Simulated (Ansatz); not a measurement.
Reaction (redistribution): `CN(C)[Si]F` + `[CH3][Mg][N](C)C` → `CN(C)[Si]N(C)C` + `[CH3][Mg][F]`

Calculated with Ansatz (gas phase, PBE0-D4/def2-TZVP geometries, no zero-point term in ΔE). CCSD(T)/CBS is the MP2 limit (def2-TZVPP, def2-QZVPP) plus CCSD(T) − MP2 in def2-TZVPP, frozen cores. DFT in def2-TZVPP. B3LYP here is the variant with VWN-RPA as its local correlation; programs differ in this. For Mg outer-core shells are correlated without core-valence functions, which leaves a few kJ/mol of doubt a bond. One conformer a species, not always the lowest.

Is it downhill or uphill in electronic energy at CCSD(T)/CBS, and by how much? (Best estimate.)

Computed: Downhill: ΔE = -0.46 eV.

What do these levels give: PBE-D4, revPBE-D4, r2SCAN-D4, B97M-V, PBE0-D4, revPBE, r2SCAN, B3LYP, RPA@PBE/def2-TZVPP, MP2/def2-SVP, CCSD(T)/def2-TZVPP, HF/def2-QZVPP? (Estimate.)

Ansatz gave: PBE-D4 -0.51, revPBE-D4 -0.58, r2SCAN-D4 -0.48, B97M-V -0.43, PBE0-D4 -0.51, revPBE -0.38, r2SCAN -0.45, B3LYP -0.36, RPA@PBE/def2-TZVPP -0.39, MP2/def2-SVP -0.61, CCSD(T)/def2-TZVPP -0.45, HF/def2-QZVPP -0.32 eV.

Largest T1 diagnostic among the species: 0.013.

From BLYP to BHLYP (50 % exact exchange), in def2-TZVPP and without D4, ΔE moves by −0.04 eV. Leaving LDA and LC-ωPBE aside and taking each functional with its dispersion term where it has one, the values, not all of them listed here, spread over 0.16 eV, from revPBE-D4 to B2PLYP. LDA lies −0.08 eV from PBE without D4. At CCSD(T), def2-SVP lies −0.09 eV from the extrapolated value and def2-TZVPP +0.00 eV.
